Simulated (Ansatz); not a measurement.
C3H6NO, doublet, at a GFN2-xTB geometry; BHLYP/STO-3G run with Ansatz (a first-principles code).

Ansatz was given this input:
Ansatz 0.2 input:
```yaml
crystal:
  periodic: [false, false, false]
  atoms:
    - {symbol: C, position_ang: [-0.57340588, -1.04248401, -0.84747629]}
    - {symbol: N, position_ang: [0.22580332, -0.27232099, -0.07484776]}
    - {symbol: C, position_ang: [1.57408486, -0.72022017, 0.18317111]}
    - {symbol: C, position_ang: [-0.22793319, 0.90634106, 0.45338122]}
    - {symbol: O, position_ang: [-1.34568634, 1.34977580, 0.28262936]}
    - {symbol: H, position_ang: [-0.19354223, -1.95873990, -1.24751590]}
    - {symbol: H, position_ang: [-1.57037703, -0.70052078, -1.03182152]}
    - {symbol: H, position_ang: [1.56102399, -1.68796428, 0.68836733]}
    - {symbol: H, position_ang: [2.08952465, 0.00057103, 0.81554840]}
    - {symbol: H, position_ang: [2.12384536, -0.82477924, -0.75424729]}
    - {symbol: H, position_ang: [0.53791799, 1.41765245, 1.05811220]}
basis:
  gaussian:
    orbitals: STO-3G
hamiltonian:
  xc: {name: BHLYP}
magnetization: {spin_polarized: true, initial_magnetization: 1}
```

What does Ansatz print? Leave out banner, timings and long lists.


```
Functional definition: BHLYP
439 factors; integrals over basis functions are off by at most 5.1e-5 eV
mean field evaluation 1: about -6649.1176 eV, gradient 2.3e1 eV
mean field evaluation 2: about -6644.4881 eV, gradient 4.2e1 eV
mean field evaluation 4: about -6652.9440 eV, gradient 9.6e-1 eV
mean field evaluation 8: about -6653.0494 eV, gradient 1.6e-1 eV
mean field evaluation 16: about -6653.0508 eV, gradient 1.4e-4 eV
mean field -6653.05076400 eV, -244.4951059774 hartree, gradient 4.4e-5 eV, S^2 0.778627; 0 other end points of the search recorded, 0 dependent functions left out
reference -6653.05088267 eV, -244.4951103383 hartree; 20, 19 occupied and 11, 12 virtual orbitals, 439 factors
Total energy: -6653.05088267 eV, -244.4951103383 hartree
```
